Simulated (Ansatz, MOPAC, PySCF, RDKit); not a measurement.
Complex: N2 (SMILES N#N) (first 2 atoms) with CH2O (SMILES C=O); geometry from B3LYP-D3(BJ)/def2-TZVP, rigid monomers moved along the line of their centres of mass till N2···C3 is 3.66 Å.
(charge 0, multiplicity 1):
```csv
atom,x (Å),y (Å),z (Å)
N,-0.3431,0.1055,-0.8559
N,0.2646,-0.0814,0.0303
C,0.5711,-0.2583,3.6767
O,-0.4746,0.0105,4.1981
H,0.8399,-1.2950,3.3967
H,1.3282,0.5149,3.4433
```

Interaction energies are E(AB) − E(A) − E(B) at the monomers' geometry in the complex; basis-set methods are counterpoise corrected. Rows marked so take none.

Cores are frozen in the correlated methods. CBS(a, b) extrapolates the correlation energy as X⁻³ and adds the Hartree–Fock energy of set b. Rows in 6-31G* carry no dispersion term and start afresh at each structure (6-31G* with six Cartesian d functions). MP2/6-31G* freezes PySCF's default core. The state that PM3 reach isn't checked.

Codes used: Ansatz (Gaussian basis) for Hartree–Fock, density functionals and correlated methods; MOPAC for PM3 (differences of heats of formation); PySCF for 6-31G* rows, the dispersion terms; RDKit for the force fields. 

| level | interaction energy (kcal/mol) |
|---|---|
| MMFF94 | -0.23 |
| PM3 | -0.18 |
| r2SCAN/def2-TZVPPD | ? |
| r2SCAN-D4/def2-TZVPPD | -0.53 |
| B3LYP/def2-TZVPPD | -0.15 |
| M06-2X/6-31G* (no counterpoise) | -0.66 |
| MP2/6-31G* (no counterpoise) | -0.69 |
| SCS-MP2/aug-cc-pVTZ | -0.55 |
| CCSD(T)/CBS(aug-cc-pVDZ, aug-cc-pVTZ) | ? |

**Question.** What belongs in the gaps?

**Answer.** 
- r2SCAN/def2-TZVPPD, interaction energy (kcal/mol): -0.40
- CCSD(T)/CBS(aug-cc-pVDZ, aug-cc-pVTZ), interaction energy (kcal/mol): -0.59

Ansatz is a quantum-chemistry and plane-wave program.
